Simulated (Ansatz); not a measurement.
Cost and result for the atomization energy of C₃H₇AlSi, SMILES `C=C=[C]([AlH2])[SiH3]` (12 atoms, 11 bonds).

```json
{"atom": "C1", "x (Å)": "2.141", "y (Å)": "-0.105", "z (Å)": "-1.052"}
{"atom": "C2", "x (Å)": "0.975", "y (Å)": "-0.015", "z (Å)": "-0.476"}
{"atom": "C3", "x (Å)": "-0.188", "y (Å)": "0.098", "z (Å)": "0.100"}
{"atom": "Al4", "x (Å)": "-0.708", "y (Å)": "1.925", "z (Å)": "0.501"}
{"atom": "Si5", "x (Å)": "-1.200", "y (Å)": "-1.419", "z (Å)": "0.470"}
{"atom": "H6", "x (Å)": "3.046", "y (Å)": "-0.213", "z (Å)": "-0.465"}
{"atom": "H7", "x (Å)": "2.232", "y (Å)": "-0.078", "z (Å)": "-2.132"}
{"atom": "H8", "x (Å)": "-2.106", "y (Å)": "2.186", "z (Å)": "1.202"}
{"atom": "H9", "x (Å)": "0.283", "y (Å)": "3.097", "z (Å)": "0.116"}
{"atom": "H10", "x (Å)": "-0.482", "y (Å)": "-2.650", "z (Å)": "0.051"}
{"atom": "H11", "x (Å)": "-2.504", "y (Å)": "-1.341", "z (Å)": "-0.243"}
{"atom": "H12", "x (Å)": "-1.488", "y (Å)": "-1.487", "z (Å)": "1.928"}
```

Charge 0, multiplicity 1. The geometry is a stationary point of PBE0-D4/def2-TZVP. Program: Ansatz. All runs use 4 threads of an Arm Neoverse V2 on a shared host. Times are those of one run each, without the atoms' runs, and a repeat can differ threefold. Electronic energies, without spin–orbit coupling; frozen cores. CCSD(T)/CBS adds CCSD(T) − MP2 in def2-TZVPP to the MP2 limit, and its time is that of the two runs behind it. T1 = 0.013. B3LYP takes the VWN-RPA correlation (the form of Gaussian; ORCA's B3LYP/G).

CCSD(T)/CBS is a level of theory with its own doubt, some kJ/mol a heavy atom from the limit and from the frozen cores, so smaller differences don't rank the functionals.

| level | functions | wall time |
| --- | --- | --- |
| PBE-D4/def2-TZVPP (with forces) | 275 | 2.5 s |
| PBE0-D4/def2-TZVPP | 275 | 3.1 s |
| r2SCAN-D4/def2-TZVPP (with forces) | 275 | 4.7 s |
| B3LYP-D4/def2-TZVPP (with forces) | 275 | 4.8 s |
| B2PLYP/def2-TZVPP | 275 | 5.5 s |
| ωB97X-V/def2-TZVPP | 275 | 8.5 s |
| ωB97M-V/def2-TZVPP (with forces) | 275 | 12 s |
| MP2/def2-QZVPP | 521 | 25 s |
| CCSD(T)/def2-TZVPP | 275 | 2.2 min |
| CCSD(T)/CBS(def2) | – | 2.6 min |

Problem. What atomization energy does each give, and how far from CCSD(T)/CBS? (Estimate.)

Solution. Ansatz gave: 
| level | atomization (kcal/mol) | difference from CCSD(T)/CBS | per bond |
| --- | --- | --- | --- |
| PBE-D4/def2-TZVPP (with forces) | 1041.6 | 15.3 | 1.4 |
| PBE0-D4/def2-TZVPP | 1028.7 | 2.4 | 0.2 |
| r2SCAN-D4/def2-TZVPP (with forces) | 1033.0 | 6.7 | 0.6 |
| B3LYP-D4/def2-TZVPP (with forces) | 1030.1 | 3.8 | 0.3 |
| B2PLYP/def2-TZVPP | 1017.6 | -8.7 | -0.8 |
| ωB97X-V/def2-TZVPP | 1030.5 | 4.2 | 0.4 |
| ωB97M-V/def2-TZVPP (with forces) | 1030.4 | 4.1 | 0.4 |
| MP2/def2-QZVPP | 1027.9 | 1.6 | 0.1 |
| CCSD(T)/def2-TZVPP | 1001.6 | -24.7 | -2.2 |
| CCSD(T)/CBS(def2) | 1026.3 | 0.0 | 0.0 |

From PBE to PBE0 (25 % exact exchange), in def2-TZVPP and without D4, the atomization energy moves by −12.0 kcal/mol: exact exchange takes away binding that semilocal exchange gives to molecules. In def2-TZVPP, CCSD(T) changes the Hartree–Fock value by +229.5 kcal/mol (the triples alone add +14.9 kcal/mol) and MP2 by +241.1 kcal/mol; breaking electron pairs costs correlation energy, which Hartree–Fock lacks. The D4 term adds +10.5 kcal/mol with B3LYP and +5.6 kcal/mol with PBE0; it sums over pairs of atoms, weighted by their polarisabilities, and B3LYP, whose exchange is more repulsive, gets the larger term.
